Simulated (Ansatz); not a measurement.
`C[SiH](F)[SeH]` → F• + `C[SiH][SeH]`•  (homolysis of the F–Si bond)

Gas-phase electronic energies from Ansatz, PBE0-D4/def2-TZVP geometries. CCSD(T)/CBS adds triple-zeta CCSD(T) − MP2 to the extrapolated MP2 energy (def2 sets, frozen cores). This one scheme is used for every species, atoms too. DFT in def2-TZVPP. Open shells (•) are unrestricted, without spin–orbit coupling. Spin–orbit coupling would lower the free atoms: a little for F. Bonds to Se are less sure, by a few kJ/mol each and by 10 to 20 or more in all where they break to atoms, as the def2 sets lack core-valence functions. Scalar relativity is left out up to krypton. One conformer a species, not always the lowest.

`C[SiH](F)[SeH]`:

Z-matrix (Å, degrees):
```
C
Si 1 1.852
H 1 1.092 2 110.4
H 1 1.092 2 110.8 3 120.1
H 1 1.093 2 110.2 3 -120.1
F 2 1.602 1 107.7 3 176.8
Se 2 2.267 1 112.6 3 -60.7
H 2 1.482 1 113.7 3 58.2
H 7 1.469 2 92.9 1 -44.3
```

`C[SiH][SeH]`•:

Z-matrix (Å, degrees):
```
C
Si 1 1.877
H 1 1.093 2 110.2
H 1 1.093 2 109.9 3 119.9
H 1 1.092 2 111.0 3 -120.3
Se 2 2.280 1 113.0 3 57.9
H 2 1.492 1 111.1 3 -57.6
H 6 1.469 2 93.4 1 56.7
```

```json
{"level": "revPBE-D4", "ΔE (kJ/mol)": "614.5", "difference from CCSD(T)/CBS": "-43.1"}
{"level": "B97M-V", "ΔE (kJ/mol)": "639.9", "difference from CCSD(T)/CBS": "-17.7"}
{"level": "PBE0", "ΔE (kJ/mol)": "621.1", "difference from CCSD(T)/CBS": "-36.5"}
{"level": "r2SCAN0", "ΔE (kJ/mol)": "614.9", "difference from CCSD(T)/CBS": "-42.7"}
{"level": "BHLYP", "ΔE (kJ/mol)": "609.1", "difference from CCSD(T)/CBS": "-48.5"}
{"level": "LC-ωPBE", "ΔE (kJ/mol)": "640.1", "difference from CCSD(T)/CBS": "-17.5"}
{"level": "MP2/def2-SVP", "ΔE (kJ/mol)": "624.1", "difference from CCSD(T)/CBS": "-33.5"}
{"level": "CCSD(T)/def2-SVP", "ΔE (kJ/mol)": "592.8", "difference from CCSD(T)/CBS": "-64.8"}
{"level": "SCS-MP2/def2-QZVPP", "ΔE (kJ/mol)": "669.5", "difference from CCSD(T)/CBS": "11.9"}
{"level": "MP2/CBS(def2)", "ΔE (kJ/mol)": "691.6", "difference from CCSD(T)/CBS": "34.0"}
{"level": "CCSD(T)/CBS", "ΔE (kJ/mol)": "657.6", "difference from CCSD(T)/CBS": "0"}
```

(1) What do rigid-rotor, harmonic-oscillator terms from PBE0-D4/def2-TZVP frequencies (298.15 K, 1 bar) make of the CCSD(T)/CBS value? (An estimate is asked.)

Largest T1 diagnostic among the species: 0.012.

## Answers

(1) Computed: ΔZPE = -11.0 kJ/mol, ΔH = +650.4 kJ/mol, ΔS = 144 J/(mol·K), ΔG = +607.5 kJ/mol. Open shells count their whole term as degenerate.

In def2-TZVPP, CCSD(T) changes the Hartree–Fock value by +146.2 kJ/mol (the triples alone add +8.6 kJ/mol) and MP2 by +180.3 kJ/mol; breaking electron pairs costs correlation energy, which Hartree–Fock lacks. From PBE to PBE0 (25 % exact exchange), in def2-TZVPP and without D4, ΔE moves by −14.7 kJ/mol: exact exchange takes away binding that semilocal exchange gives to molecules. The D4 term adds +3.6 kJ/mol with B3LYP and +2.0 kJ/mol with PBE0; it sums over pairs of atoms, weighted by their polarisabilities, and B3LYP, whose exchange is more repulsive, gets the larger term.

B3LYP here is the variant with VWN-RPA as its local correlation; programs differ in this.

CCSD(T)/CBS has its own doubt, a few kJ/mol and more with outer-core shells, so smaller differences from it don't rank the levels.
